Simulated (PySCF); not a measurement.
Compound: C₃H₆FNSi.
Geometry (GFN2-xTB, Å), atoms numbered from 1 in this order:
```
atom  x, y, z in Å
N1     2.665   -1.475   -0.769
C2     2.036   -0.545   -0.537
Si3    0.982    0.952   -0.156
C4    -0.544    0.260    0.760
C5    -1.343   -0.703   -0.101
F6    -1.748   -0.080   -1.260
H7     0.637    1.574   -1.431
H8     1.759    1.810    0.740
H9    -1.195    1.082    1.062
H10   -0.249   -0.265    1.669
H11   -2.256   -1.045    0.400
H12   -0.742   -1.567   -0.404
```

Theory: TDDFT CAM-B3LYP/def2-SVPD, vertical, gas phase, core orbitals frozen in the response in PySCF.

Transition dipole moments from the ground state, in atomic units and in the frame of the coordinates above (overall signs are arbitrary), for the states with f of 0.002 or more among the lowest 7:

```tsv
state	E (hartree)	μx	μy	μz
S2	0.2765	0.174	0.024	-0.157
S3	0.2767	-0.175	-0.060	-0.017
S4	0.3041	-0.307	0.204	0.251
S5	0.3086	0.526	-0.105	-0.227
S6	0.3093	0.080	0.024	0.158
S7	0.3151	0.373	0.019	-0.104
```

**Question.** What oscillator strength does each state have?

**Answer.** f = (2/3) ΔE |μ|² with ΔE in hartree (27.2114 eV).

```json
{"state": "S2", "|μ|² (au)": "0.055", "|μ| (D)": "0.60", "f": "0.010"}
{"state": "S3", "|μ|² (au)": "0.035", "|μ| (D)": "0.47", "f": "0.006"}
{"state": "S4", "|μ|² (au)": "0.199", "|μ| (D)": "1.13", "f": "0.040"}
{"state": "S5", "|μ|² (au)": "0.339", "|μ| (D)": "1.48", "f": "0.070"}
{"state": "S6", "|μ|² (au)": "0.032", "|μ| (D)": "0.46", "f": "0.007"}
{"state": "S7", "|μ|² (au)": "0.150", "|μ| (D)": "0.99", "f": "0.032"}
```

**Question.** Which bond between heavy atoms lies closest to the direction of the S5 transition dipole?

**Answer.** Si3–C4, at 32° from it; next C2–Si3 at 43°.

**Question.** What angle do the transition dipoles of S2 and S4 make?

**Answer.** |cos θ| = |μa·μb| / (|μa| |μb|) = 0.84, so θ ≈ 33° (taken between 0 and 90°, since the signs are arbitrary).

**Question.** How is the summed strength of these states shared among x, y and z?

**Answer.** (2/3) Σ ΔE μα² gives 0.118 for x, 0.012 for y and 0.035 for z, 0.165 in all.

**Question.** What peak molar absorption coefficient would the strongest computed level give as a lone Gaussian band 0.4 eV wide at half height?

**Answer.** ε(max) = 2.175×10⁸ f / FWHM, with the width in cm⁻¹. S5: 2.175×10⁸ × 0.0697 / 3226 ≈ 4700 L mol⁻¹ cm⁻¹.

The run took 48 s of wall time on one thread, Arm Neoverse N1 (aarch64) (shared host), and the process peaked at 0.75 GiB of memory.

One conformer stands for the species.
